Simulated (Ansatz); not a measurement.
All numbers were calculated with Ansatz.

A structure relaxed at PBE0-D4/def2-TZVP, charge 0, multiplicity 1:

```xyz
17

C    -1.5203   -0.9459    0.0869
B    -0.5110    0.2875   -0.1173
C    -0.7117    1.1536   -1.4542
N     1.0323   -0.3756   -0.1789
Si    1.6792   -0.0989    1.4691
H    -1.3021   -1.5597    0.9702
H    -2.5442   -0.5823    0.2153
H    -1.5391   -1.6184   -0.7822
H    -0.4390    0.9977    0.8903
H    -1.6835    1.6568   -1.4434
H    -0.6941    0.5347   -2.3617
H     0.0391    1.9443   -1.5815
H     1.5772    0.1029   -0.8906
H     0.9806   -1.3534   -0.4489
H     0.7185   -0.6367    2.4492
H     2.9626   -0.8511    1.5773
H     1.9553    1.3447    1.6004
```

Problem. Give its formula and SMILES.

Solution. C2H12BNSi, `C[BH-](C)[NH2+][SiH3]`.

Problem. Point group (tolerance 0.08 Å, 0.16 Å for H)?

Solution. C1.

Problem. Summarise the bond lengths by kind.

Solution. 2 × B–C 1.606 to 1.607 Å; 6 × C–H 1.094 to 1.099 Å; 1 × B–N 1.681 Å; 1 × B–H 1.235 Å; 1 × N–Si 1.792 Å; 2 × H–N 1.016 Å; 3 × H–Si 1.474 to 1.492 Å.
